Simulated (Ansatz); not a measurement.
Total energies of `F/C(Br)=C\Br`.

Cartesian coordinates in Å:
```
F 1.2619 0.1681 -1.1676
C 0.6164 0.1297 -0.0217
Br 1.7056 0.4901 1.4532
C -0.6740 -0.1363 0.0869
Br -1.7456 -0.4940 -1.3975
H -1.1643 -0.1577 1.0467
```

The species carries charge 0 and has multiplicity 1. Correlated methods include outer-core shells of Br, which these sets cover unevenly. Scalar relativity is left out up to krypton. The geometry is a stationary point of PBE0-D4/def2-TZVP. Basis def2-TZVPP, Ansatz.

RPA on PBE orbitals: Hartree–Fock energy of these orbitals -5320.54825 Eh, correlation -1.66772 Eh (frozen core).

```csv
functional,energy without D4 (Eh),D4 term (kJ/mol)
LDA (SPW92),-5316.56454,–
r2SCAN0,-5324.86090,-4.6
```

**Question.** Give the same for PBE, revPBE, BLYP, r2SCAN, B97M-V, PBE0, B3LYP, r2SCANh, HSE06 (plane-wave form), BHLYP, CAM-B3LYP, LC-ωPBE, ωB97X-V, ωB97M-V, B2PLYP, PBE-QIDH. (Best estimate.)

**Answer.** Ansatz gave: 
| functional | energy without D4 (Eh) | D4 term (kJ/mol) |
| --- | --- | --- |
| PBE | -5324.04654 | -16.6 |
| revPBE | -5324.51065 | -49.0 |
| BLYP | -5325.02267 | -36.9 |
| r2SCAN | -5324.89001 | -3.8 |
| B97M-V | -5324.04560 | – |
| PBE0 | -5324.22297 | -14.1 |
| B3LYP | -5325.05845 | -27.3 |
| r2SCANh | -5324.87770 | -4.2 |
| HSE06 (plane-wave form) | -5324.22411 | -13.2 |
| BHLYP | -5324.89699 | -21.6 |
| CAM-B3LYP | -5325.18901 | -14.5 |
| LC-ωPBE | -5324.17954 | – |
| ωB97X-V | -5324.47523 | – |
| ωB97M-V | -5324.66735 | – |
| B2PLYP | -5324.11839 | – |
| PBE-QIDH | -5323.57662 | – |

B3LYP takes the VWN-RPA correlation (the form of Gaussian; ORCA's B3LYP/G). HSE06 is the plane-wave form, built on full-range PBE exchange. The double hybrids freeze the cores in their second-order part.

LC-ωPBE has ω = 0.4 bohr⁻¹.
